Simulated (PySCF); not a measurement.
**Electronic structure of Mo (molybdenum, neutral) at the UHF level**

Configuration: [Kr] 4d5 5s1, high-spin 7S determinant. Computed with PySCF 2.14 in aug-cc-pVDZ-PP with ECP28MDF (5s5p4d2f, 54 functions), with scalar relativity through the core potential.

```json
{
  "Total energy": "-67.344195 hartree",
  "One-electron energy": "-116.4248 hartree",
  "Hartree (Coulomb) energy": "56.4982 hartree",
  "Exchange energy": "-7.4176 hartree",
  "⟨S²⟩": "12.0026",
  "⟨L²⟩": "0.000",
  "Sum of ⟨r⟩": "23.15 bohr",
  "Sum of ⟨r²⟩": "51.68 bohr²"
}
```

```
shell  electrons  mean orbital energy (hartree)  rms radius, mean of both spins (bohr)
 4s α          1                       -3.01633                                   1.20
 4s β          1                       -2.77665                                   1.20
 4p α          3                       -1.90855                                   1.34
 4p β          3                       -1.59573                                   1.34
 4d α          5                       -0.34391                                   2.12
 5s α          1                       -0.23825                                   3.95
```

Energies and moments cover only the electrons outside the core potential.
